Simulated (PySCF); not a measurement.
Job file and geometry (Å, from GFN2-xTB) of an NMR shielding run on SMILES [C@H]1(CF)[C@H](N(C)BN)C1, C5H12BFN2, GIAO PBE0/pcSseg-1 NMR shielding, non-relativistic, gas phase in PySCF; density fitting, a coarse starting grid and PySCF grid level 2 are the driver's defaults:

```
$ OMP_NUM_THREADS=1 python probes_run.py task.json out

{"job": {"kind": "nmr", "xc": "PBE0", "basis": "pcSseg-1"}, "charge": 0, "multiplicity": 1}
C     -1.098799    -1.743303     0.678482
N     -1.070227    -0.344918     0.305086
B     -2.236953     0.384177    -0.006742
N     -2.222493     1.775731    -0.165454
C      0.221151     0.235069     0.466739
C      0.802440     1.137987    -0.580918
C      1.367842    -0.239398    -0.396500
C      2.733532    -0.416945     0.205997
F      2.812830    -1.614677     0.884979
H     -2.101088    -2.136681     0.534034
H     -0.819330    -1.868977     1.730942
H     -0.397891    -2.328371     0.075843
H     -3.251633    -0.189505    -0.133819
H     -3.043925     2.303629    -0.394975
H     -1.408064     2.346365    -0.027492
H      0.484997     0.465507     1.501145
H      0.223090     1.312764    -1.473339
H      1.393636     1.983464    -0.260536
H      1.129469    -0.965138    -1.163487
H      3.515911    -0.448728    -0.561141
H      2.956583     0.368889     0.935388
```

Task: What does the program print?

Result: 
```
coarse grid: 17168 points
cycle   1  E = -431.3146565138  dE =  1.214e+00  |g| = 6.185e-01  |ddm| = 3.910e+00
cycle   2  E = -431.2855834334  dE =  2.907e-02  |g| = 7.812e-01  |ddm| = 1.110e+00
cycle   3  E = -431.3935827152  dE = -1.080e-01  |g| = 7.613e-02  |ddm| = 6.262e-01
cycle   4  E = -431.3945652296  dE = -9.825e-04  |g| = 3.102e-02  |ddm| = 7.796e-02
cycle   5  E = -431.3947688797  dE = -2.037e-04  |g| = 6.935e-03  |ddm| = 3.058e-02
cycle   6  E = -431.3947784002  dE = -9.521e-06  |g| = 2.292e-03  |ddm| = 6.952e-03
final grid: 165304 points
cycle   7  E = -431.4498438282  dE = -7.287e-05  |g| = 1.228e-02  |ddm| = 4.608e-02
cycle   8  E = -431.4498243553  dE =  1.947e-05  |g| = 1.594e-02  |ddm| = 2.187e-02
cycle   9  E = -431.4498778556  dE = -5.350e-05  |g| = 1.284e-03  |ddm| = 1.211e-02
cycle  10  E = -431.4498781398  dE = -2.842e-07  |g| = 2.819e-04  |ddm| = 1.177e-03
cycle  11  E = -431.4498781514  dE = -1.159e-08  |g| = 1.028e-04  |ddm| = 2.657e-04
cycle  12  E = -431.4498781534  dE = -2.052e-09  |g| = 2.976e-05  |ddm| = 9.376e-05
cycle  13  E = -431.4498781536  dE = -1.685e-10  |g| = 9.291e-06  |ddm| = 2.943e-05
converged SCF energy = -431.4498781536

GIAO shielding tensors (ppm)
atom      isotropic    diamagn.    paramagn.     s11        s22        s33       span
  0 C      143.536     244.635    -101.099    118.060    128.725    183.825     65.765
  1 N      177.260     324.194    -146.934    101.007    206.688    224.086    123.079
  2 B       76.613     198.035    -121.423     47.313     77.780    104.744     57.432
  3 N      193.613     318.889    -125.277    140.125    217.798    222.915     82.790
  4 C      148.027     250.170    -102.142    111.465    129.469    203.148     91.683
  5 C      172.959     255.430     -82.472    147.633    172.100    199.143     51.510
  6 C      163.989     253.726     -89.737    127.717    155.289    208.962     81.245
  7 C       96.812     238.989    -142.177     55.950     85.444    149.041     93.091
  8 F      406.490     472.790     -66.300    372.369    390.785    456.315     83.946
  9 H       28.701      29.729      -1.029     24.123     27.112     34.867     10.744
 10 H       28.802      29.404      -0.602     25.283     25.801     35.322     10.039
 11 H       28.886      30.720      -1.834     24.066     28.345     34.248     10.182
 12 H       27.697      31.748      -4.050     24.800     28.452     29.839      5.039
 13 H       29.079      29.551      -0.472     23.462     25.101     38.676     15.214
 14 H       29.126      34.160      -5.034     21.729     30.637     35.011     13.282
 15 H       29.379      33.641      -4.262     23.102     28.218     36.816     13.714
 16 H       30.668      33.925      -3.258     25.967     27.752     38.284     12.318
 17 H       31.279      33.111      -1.831     25.654     27.884     40.300     14.646
 18 H       30.543      33.381      -2.838     25.431     28.788     37.409     11.978
 19 H       26.456      27.030      -0.575     20.957     27.400     31.011     10.054
 20 H       27.939      29.045      -1.106     22.547     29.425     31.845      9.298
```

Size and cost of the density-fitted run: 213 basis functions, 77 s wall time on 1 thread of an Arm Neoverse N1, shared host; peak memory 1.1 GiB.
